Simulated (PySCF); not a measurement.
Indirect couplings

Geometry (Å), atoms numbered from 1 in this order:
```xyz
11

O     1.5746   -1.8197    0.2783
C     0.8318   -0.8864    0.1302
C     1.2176    0.5067   -0.2043
C     0.1431    1.2929   -0.2983
C    -1.1014    0.5286   -0.0370
O    -2.2230    0.9608   -0.0481
C    -0.6800   -0.9000    0.2470
H     2.2473    0.7884   -0.3420
H     0.1209    2.3441   -0.5289
H    -1.1278   -1.5956   -0.4646
H    -0.9976   -1.2171    1.2417
```

Couplings: B3LYP/pcJ-1 (without the spin–dipole term) in PySCF 2.14.0 with density-fitted response routines, geometry GFN2-xTB; gas phase, one conformer, non-relativistic. Couplings are averaged over pairs made equivalent by symmetry, fast rotation or ring inversion, so a value needn't be that of the named pair in this geometry, while other rotamers aren't included; one pair stands for each set, and the list holds those of at least 0.8 Hz over up to four bonds, among pairs with at least one C or H atom (others weren't computed).

Isotopes: $^{13}$C, $^{1}$H, $^{17}$O. Couplings to quadrupolar nuclei such as 17O and 33S are rarely resolved in practice.

| pair | bonds | J (Hz) |
| --- | --- | --- |
| O1, C2 | 1 | 32.6 |
| C2, C3 | 1 | 48.2 |
| C2, C7 | 1 | 45.8 |
| C3, C4 | 1 | 69.3 |
| C3, H8 | 1 | 177.6 |
| C7, H10 | 1 | ? |
| O1, C3 | 2 | -4.5 |
| C2, C4 | 2 | 3.6 |
| C2, C5 | 2 | 9.7 |
| C2, H8 | 2 | ? |
| C2, H10 | 2 | -4.6 |
| C3, C7 | 2 | 15.5 |
| C3, H9 | 2 | 3.6 |
| H10, H11 | 2 | ? |
| O1, C4 | 3 | ? |
| O1, H8 | 3 | ? |
| C2, H9 | 3 | 14.0 |
| C3, H10 | 3 | 1.5 |
| C7, H8 | 3 | 2.1 |
| H8, H9 | 3 | ? |

Question: Estimate the withheld couplings, with signs.

Answer: 
- $^{1}J$(C7,H10) = 139.3 Hz (bond length 1.091 Å, sp3 carbon)
- $^{2}J$(C2,H8) = 3.2 Hz (angle at C3 122°)
- $^{2}J$(H10,H11) = -24.5 Hz (angle at C7 107°)
- $^{3}J$(O1,C4) = -1.9 Hz (dihedral angle 180°)
- $^{3}J$(O1,H8) = -0.8 Hz (dihedral angle 0°)
- $^{3}J$(H8,H9) = 7.1 Hz (dihedral angle 0°)
